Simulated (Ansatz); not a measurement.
Calculated with Ansatz (gas phase, PBE0-D4/def2-TZVP geometries, no zero-point term in ΔE). CBS: MP2 limit from def2 TZ/QZ plus the TZ coupled-cluster correction, frozen cores. This one scheme is used for every species. Functionals use def2-TZVPP. Elements past krypton have def2 core potentials. For I outer-core shells are correlated without core-valence functions, which leaves a few kJ/mol of doubt a bond. Each species was taken in one conformer, which may not be the lowest.

Consider the ligand exchange at the Si–I bond: `F[SiH]([SiH3])I` + PH₃ → `F[SiH]([SiH3])P` + HI.

(1) Is it downhill or uphill in electronic energy at CCSD(T)/CBS, and by how much? (Estimate.)

(2) What do these levels give: LDA (SPW92), revPBE-D4, r2SCANh-D4, PBE0, HF/def2-TZVPP, CCSD/def2-TZVPP? (Best estimate.)

Largest T1 diagnostic among the species: 0.014.

## Answers

(1) The calculation gave: Uphill: ΔE = +71.5 kJ/mol.

(2) Ansatz gave: LDA (SPW92) 59.3, revPBE-D4 59.6, r2SCANh-D4 67.4, PBE0 65.3, HF/def2-TZVPP 78.7, CCSD/def2-TZVPP 67.0 kJ/mol.

From BLYP to BHLYP (50 % exact exchange), in def2-TZVPP and without D4, ΔE moves by +6.5 kJ/mol. In def2-TZVPP, CCSD(T) changes the Hartree–Fock value by −12.9 kJ/mol (the triples alone add −1.1 kJ/mol) and MP2 by −4.3 kJ/mol. Leaving LDA and LC-ωPBE aside and taking each functional with its dispersion term where it has one, the values, not all of them listed here, spread over 14.3 kJ/mol, from B97M-V to BHLYP-D4.
